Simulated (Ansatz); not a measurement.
Sr₈O₈⁺ (started as a model of: 1x4x4 SrO rock-salt block). Total charge 1; doublet. Geometry PBE-D4/def2-SVP, that of the neutral singlet; atoms count from 1.

```tsv
atom	x (Å)	y (Å)	z (Å)
Sr1	3.3621	3.1166	-0.9275
O2	3.2709	0.9352	-1.1444
Sr3	3.4486	-1.1973	-0.0119
O4	3.1017	-3.3744	-0.3701
O5	1.1703	3.2248	-0.8624
Sr6	0.8365	0.8579	-1.3558
O7	1.0839	-1.1302	-0.0551
Sr8	0.8708	-3.4573	-0.4368
Sr9	-0.8766	3.4555	0.4270
O10	-1.0834	1.1314	0.0419
Sr11	-0.8287	-0.8530	1.3504
O12	-1.1676	-3.2170	0.8571
O13	-3.1121	3.3618	0.3889
Sr14	-3.4533	1.1897	0.0120
O15	-3.2635	-0.9321	1.1547
Sr16	-3.3596	-3.1117	0.9321
```

In the def2 sets Sr takes a core potential; there is no spin–orbit coupling.

Question: Estimate the Mulliken populations from the PBE0/def2-SVP orbitals of Ansatz.

Answer: 
```
atom  charge (e)  spin (α − β)
 Sr1        0.68          0.00
  O2       -0.78          0.01
 Sr3        0.79         -0.04
  O4       -0.64          0.51
  O5       -0.79          0.01
 Sr6        1.29          0.02
  O7       -0.84          0.03
 Sr8        0.79         -0.04
 Sr9        0.79         -0.04
 O10       -0.84          0.03
Sr11        1.30          0.02
 O12       -0.79          0.01
 O13       -0.64          0.51
Sr14        0.78         -0.04
 O15       -0.78          0.01
Sr16        0.67          0.00
```
Mulliken values depend strongly on the basis.

Question: Where does the spin sit?

Answer: Summed by element: Sr -0.14, O 1.14, of 1 unpaired in all. Largest on single atoms: O13 0.51, O4 0.51, Sr14 -0.04.

Question: And the Mayer bond orders between heavy atoms (over 0.3)?

Answer: Sr1–O2 1.06 (2.19 Å); Sr1–O5 1.05 (2.20 Å); O2–Sr3 0.67 (2.42 Å); O2–Sr6 0.36 (2.44 Å); Sr3–O4 0.75 (2.23 Å); Sr3–O7 0.56 (2.37 Å); O4–Sr8 0.73 (2.23 Å); O5–Sr6 0.38 (2.44 Å); O5–Sr9 0.68 (2.43 Å); Sr6–O7 0.36 (2.39 Å); Sr6–O10 0.37 (2.39 Å); O7–Sr8 0.56 (2.37 Å); O7–Sr11 0.36 (2.39 Å); Sr8–O12 0.68 (2.43 Å); Sr9–O10 0.56 (2.36 Å); Sr9–O13 0.73 (2.24 Å); O10–Sr11 0.36 (2.39 Å); O10–Sr14 0.56 (2.37 Å); Sr11–O12 0.38 (2.44 Å); Sr11–O15 0.36 (2.44 Å); O12–Sr16 1.05 (2.20 Å); O13–Sr14 0.76 (2.23 Å); Sr14–O15 0.67 (2.42 Å); O15–Sr16 1.06 (2.19 Å).
